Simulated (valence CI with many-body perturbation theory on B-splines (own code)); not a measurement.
E1 line list for Rh⁵⁺

Calculated by configuration interaction combined with many-body perturbation theory (CI+MBPT): four valence electrons over a frozen Dirac-Fock core [Kr], a basis of 7 s, 7 p, 8 d, 6 f, 4 g, 1 h functions for each j, with the one-electron correlation potential Σ1 (screened to all orders), the two-electron term Σ2, the three-electron term Σ3, Breit, model QED; selected single and double excitations, second order for the rest, scaled by the run's own slope (own B-spline code, finite nucleus).

No measured spectrum was set against this ion. As an estimate, terms of the open shell hold to 2 to 4 % of their energy, and close levels can change places; different configurations can be misplaced against each other by 1,000 to 8,000 cm⁻¹. The list stops below the first excitations out of the core.

Lines 301 to 350 of 600 in falling wavelength, among levels below 289030 cm⁻¹, chosen from the strongest by gf and those to the six lowest levels. Wavelengths and rates use the calculated energies, so an error of 2000 cm⁻¹ moves a line at 44.93 nm by 0.9 % and its rate by three times that or more. Electric multipoles are in the length gauge, E1 and E2 with the static RPA response of the core. Weak lines are less certain than strong ones. Lines between different terms over intervals too small for the method are left out, as are lines whose strength nearly cancels. Where a level lies close to another of its J and parity, the split of strength between their lines is uncertain. The highest levels of a list are the least certain.

Names give the largest LS component (configuration and term), which can be under half, so a name can repeat, a term be missing and a line seem to break the LS rules; names also repeat where a configuration has a term twice. Letters in brackets count levels of one name in rising energy.

| λ vac (nm) | Upper | Lower | A (s⁻¹) | log gf | Branch % |
| --- | --- | --- | --- | --- | --- |
| 44.93 | 4d3 5p 3F°_3 [a] | 4d4 3D_2 | 7.48e+08 | -0.80 | 11.5 |
| 44.89 | 4d3 5p 3D°_3 [a] | 4d4 3P_2 [a] | 1.03e+09 | -0.66 | 16.8 |
| 44.87 | 4d3 5p 3D°_3 [d] | 4d4 3F_4 [b] | 2.30e+09 | -0.31 | 28.2 |
| 44.77 | 4d3 5p 1G°_4 [b] | 4d4 1F_3 | 1.20e+09 | -0.49 | 14.1 |
| 44.75 | 4d3 5p 3P°_1 [d] | 4d4 3P_2 [b] | 1.98e+09 | -0.75 | 18.4 |
| 44.62 | 4d3 5p 3S°_1 | 4d4 3P_0 [b] | 1.54e+09 | -0.86 | 12.2 |
| 44.60 | 4d3 5p 1G°_4 [a] | 4d4 1G_4 [a] | 8.56e+08 | -0.64 | 8.8 |
| 44.58 | 4d3 5p 5F°_2 | 4d4 3P_1 [a] | 1.06e+09 | -0.80 | 19.5 |
| 44.50 | 4d3 5p 1G°_4 [c] | 4d4 1F_3 | 1.92e+09 | -0.29 | 22.8 |
| 44.47 | 4d3 5p 3F°_4 [a] | 4d4 3D_3 | 6.21e+08 | -0.78 | 8.8 |
| 44.45 | 4d3 5p 1F°_3 [a] | 4d4 1D_2 [a] | 2.71e+09 | -0.25 | 40.0 |
| 44.42 | 4d3 5p 5D°_1 [a] | 4d4 3P_0 [a] | 3.53e+07 | -2.50 | 0.3 |
| 44.39 | 4d3 5p 3D°_2 [c] | 4d4 1F_3 | 1.05e+09 | -0.81 | 9.4 |
| 44.39 | 4d3 5p 3D°_3 [a] | 4d4 3F_4 [a] | 1.08e+09 | -0.65 | 17.6 |
| 44.31 | 4d3 5p 3S°_1 | 4d4 3P_1 [b] | 3.65e+09 | -0.49 | 28.8 |
| 44.27 | 4d3 5p 5F°_5 [b] | 4d4 3G_5 | 5.74e+08 | -0.73 | 12.2 |
| 44.27 | 4d3 5p 3F°_2 [a] | 4d4 3F_3 [a] | 1.29e+09 | -0.72 | 23.3 |
| 44.23 | 4d3 5p 1D°_2 [a] | 4d4 3F_3 [b] | 9.70e+08 | -0.85 | 7.5 |
| 44.19 | 4d3 5p 5F°_5 [a] | 4d4 3H_6 | 6.59e+08 | -0.67 | 14.9 |
| 44.15 | 4d3 5p 3D°_3 [a] | 4d4 3G_3 | 7.24e+08 | -0.83 | 11.8 |
| 44.14 | 4d3 5p 3F°_4 [c] | 4d4 3F_3 [b] | 6.60e+08 | -0.76 | 12.3 |
| 44.11 | 4d3 5p 5F°_4 | 4d4 3H_5 | 8.60e+08 | -0.65 | 13.2 |
| 44.08 | 4d3 5p 5F°_1 | 4d4 3P_0 [a] | 1.00e+09 | -1.06 | 18.2 |
| 44.02 | 4d3 5p 1G°_4 [a] | 4d4 3D_3 | 7.82e+08 | -0.69 | 8.1 |
| 44.00 | 4d3 5p 3G°_4 [a] | 4d4 3F_4 [a] | 6.03e+08 | -0.80 | 10.5 |
| 43.89 | 4d3 5p 1P°_1 [a] | 4d4 1D_2 [a] | 4.91e+09 | -0.37 | 41.5 |
| 43.88 | 4d3 5p 3F°_3 [a] | 4d4 3G_4 | 1.77e+09 | -0.45 | 27.2 |
| 43.86 | 4d3 5p 3H°_4 [a] | 4d4 3F_3 [a] | 8.08e+08 | -0.68 | 15.1 |
| 43.84 | 4d3 5p 3F°_3 [a] | 4d4 3F_3 [a] | 7.42e+08 | -0.82 | 11.4 |
| 43.77 | 4d3 5p 3F°_4 [a] | 4d4 3G_5 | 2.19e+09 | -0.25 | 30.9 |
| 43.76 | 4d3 5p 3G°_4 [a] | 4d4 3G_3 | 6.01e+08 | -0.81 | 10.5 |
| 43.74 | 4d3 5p 3H°_5 [a] | 4d4 3G_5 | 7.06e+08 | -0.65 | 10.4 |
| 43.73 | 4d3 5p 3S°_1 | 4d4 3P_2 [b] | 2.50e+09 | -0.67 | 19.7 |
| 43.68 | 4d3 5p 3F°_2 [a] | 4d4 3F_2 [a] | 1.12e+09 | -0.79 | 20.4 |
| 43.62 | 4d3 5p 3G°_3 [a] | 4d4 3H_4 | 2.29e+09 | -0.34 | 29.2 |
| 43.56 | 4d3 5p 3F°_4 [a] | 4d4 3G_4 | 9.15e+08 | -0.63 | 12.9 |
| 43.55 | 4d3 5p 3G°_3 [d] | 4d4 3F_2 [b] | 9.02e+08 | -0.75 | 16.8 |
| 43.53 | 4d3 5p 3H°_5 [a] | 4d4 3G_4 | 8.44e+08 | -0.58 | 12.4 |
| 43.53 | 4d3 5p 5F°_5 [b] | 4d4 3F_4 [a] | 5.97e+08 | -0.73 | 12.7 |
| 43.47 | 4d3 5p 1P°_1 [a] | 4d4 1S_0 [a] | 1.81e+09 | -0.81 | 15.3 |
| 43.46 | 4d3 5p 1F°_3 [c] | 4d4 1G_4 [b] | 7.11e+09 | 0.15 | 51.4 |
| 43.43 | 4d3 5p 3G°_4 [a] | 4d4 3H_5 | 1.47e+09 | -0.43 | 25.6 |
| 43.43 | 4d3 5p 1G°_4 [d] | 4d4 1G_4 [b] | 5.86e+09 | 0.17 | 72.1 |
| 43.33 | 4d3 5p 1G°_4 [a] | 4d4 3G_5 | 5.50e+08 | -0.86 | 5.7 |
| 43.30 | 4d3 5p 3G°_3 [d] | 4d4 3P_2 [b] | 8.92e+08 | -0.76 | 16.6 |
| 43.24 | 4d3 5p 3D°_1 [e] | 4d4 3P_0 [b] | 2.89e+09 | -0.61 | 28.4 |
| 43.21 | 4d3 5p 3G°_4 [d] | 4d4 3F_3 [b] | 8.05e+08 | -0.69 | 17.1 |
| 43.20 | 4d3 5p 5F°_5 [b] | 4d4 3H_6 | 6.32e+08 | -0.71 | 13.4 |
| 43.14 | 4d3 5p 3D°_2 [e] | 4d4 3P_1 [b] | 3.37e+09 | -0.33 | 35.3 |
| 43.13 | 4d3 5p 3H°_4 [a] | 4d4 3G_3 | 6.28e+08 | -0.80 | 11.7 |

**Question.** How does gf follow from A for the line at 43.13 nm?

**Answer.** gf = 1.4992 × (2J+1)_upper × A / σ², with σ = 231833 cm⁻¹ and 2J+1 = 9: gf = 0.158.
